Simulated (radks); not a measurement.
Question: The bromine anion Br-, [Kr], held by a Watson sphere: a shell of charge +1 at radius R that stands for the Madelung well of a crystal (potential energy -1/R inside, -1/r outside, in hartree with lengths in bohr). Method: scalar-relativistic Kohn-Sham, PBEsol, spin-unpolarised, spherical densities, point nucleus; computed with a radial shooting solver on a logarithmic mesh with Libxc functionals. Response by self-consistent Sternheimer equations with the Hartree and adiabatic LDA kernel, the relativistic mass of each level held fixed and spin-orbit coupling left out. The sphere does not respond.

R (bohr)  e(3d) (eV)  e(4s) (eV)  e(4p) (eV)  <r> 4p (bohr)  sum of <r^2> (bohr^2)  X-ray form factor at sin(theta)/lambda = 0.1 1/angstrom  alpha (bohr^3)
2.97         -64.846     -19.116      -7.369          2.203                  48.85                                                   32.969           30.29
3            -64.817     -19.072      -7.329          2.206                  48.95                                                   32.965           30.55
3.08         -64.738     -18.957      -7.222          2.213                  49.20                                                   32.954           31.25
3.26         -64.558     -18.706      -6.985          2.227                  49.75                                                   32.933           32.82
3.56         -64.254     -18.311      -6.603          2.247                  50.55                                                   32.904           35.43
3.75         -64.062     -18.077      -6.372          2.257                  50.99                                                   32.888           37.05
3.96         -63.852     -17.830      -6.126          2.268                  51.43                                                   32.874           38.79

Estimate the row for R = 4.87 bohr.

Answer: e(3d) (eV) -63.013; e(4s) (eV) -16.907; e(4p) (eV) -5.194; <r> 4p (bohr) 2.297; sum of <r^2> (bohr^2) 52.81; X-ray form factor at sin(theta)/lambda = 0.1 1/angstrom 32.835; alpha (bohr^3) 45.56.
